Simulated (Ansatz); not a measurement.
Basis sets compared for Cu3H3 (the lowest singlet isomer of a short search). The state is a singlet with charge 0. Geometry PBE-D4/def2-SVP. Ansatz on 4 threads of Intel Xeon 6975P-C on a shared host; times are rough, and most runs start from earlier orbitals.

Cartesian coordinates in Å:
```
Cu -0.871 0.724 0.717
Cu -0.252 -1.292 -0.255
Cu 1.123 0.568 -0.462
H -1.583 -0.801 0.652
H 1.229 -1.021 -1.012
H 0.355 1.822 0.360
```

The 6-31G sets use Cartesian d functions. The structure comes from a short search, and lower isomers may exist.

Binding counts from free atoms (Cu doublet, H doublet) in the same basis, without a counterpoise term.

```csv
level,functions,energy (Eh),HOMO (eV),LUMO (eV),binding per atom (eV),wall time
HF/STO-3G,57,-4862.5280,-5.41,-1.08,–,0.85 s
HF/6-31G,93,-4917.6156,-9.15,1.24,1.90,0.5 s
PBE-D4/def2-SVP,108,-4921.9358,-4.75,-1.68,2.34,0.7 s
PBE-D4/def2-TZVP,153,-4922.6931,-5.23,-2.06,2.09,0.9 s
r2SCAN-D4/def2-TZVP (with forces),153,-4923.3836,-5.25,-1.70,2.18,1.9 s
PBE0-D4/def2-SVP,108,-4921.9471,-6.15,-0.69,2.17,1 s
PBE0-D4/def2-TZVP,153,-4922.6757,-6.57,-1.02,2.00,1.6 s
```

(1) Estimate the rows for PBE-D4/def2-TZVPD, r2SCAN-D4/def2-TZVPD, PBE0-D4/def2-TZVPD.

Answers

(1) 
```tsv
level	functions	energy (Eh)	HOMO (eV)	LUMO (eV)	binding per atom (eV)	wall time
PBE-D4/def2-TZVPD	171	-4922.6960	-5.25	-2.11	2.10	1.1 s
r2SCAN-D4/def2-TZVPD	171	-4923.3858	-5.26	-1.75	2.18	2.4 s
PBE0-D4/def2-TZVPD	171	-4922.6778	-6.58	-1.22	2.00	1.8 s
```
